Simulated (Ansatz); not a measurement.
Si₃Sn. The state is a triplet with charge 0. Geometry r2SCAN-D4/def2-SVPD, that of the charge -1 doublet; atoms count from 1.

```xyz
4

Si    0.568   -0.702   -0.784
Si    1.266    1.493   -0.646
Si   -0.462    0.827    0.730
Sn   -1.372   -1.618    0.701
```

In the def2 sets Sn takes a core potential; there is no spin–orbit coupling. At PBE0-D4/def2-TZVPD a singlet of charge 0 lies 1.00 eV below the triplet at the same geometry. The structure comes from a short search, and lower isomers may exist.

Estimate the Mulliken populations from the PBE0/def2-TZVPD orbitals of Ansatz.


```csv
atom,charge (e),spin (α − β)
Si1,-0.07,0.09
Si2,-0.14,0.75
Si3,-0.07,0.09
Sn4,0.29,1.08
```
Mulliken values and Mayer orders depend strongly on the basis. With diffuse functions, as here, like atoms can get unlike values, and bond orders can come out too low or too high.

Where does the spin sit?

Summed by element: Si 0.92, Sn 1.08, of 2 unpaired in all. Largest on single atoms: Sn4 1.08, Si2 0.75, Si1 0.09.

And the Mayer bond orders between bonded heavy atoms (over 0.3)?

Si1–Si2 1.12 (2.31 Å); Si1–Si3 1.05 (2.39 Å); Si1–Sn4 0.80 (2.61 Å); Si2–Si3 1.12 (2.31 Å); Si3–Sn4 0.80 (2.61 Å). Values over 0.3 also appear between atoms too far apart for a bond (Si2–Sn4 0.40 at 4.30 Å); they arise where an orbital or an unpaired electron spreads over both atoms.
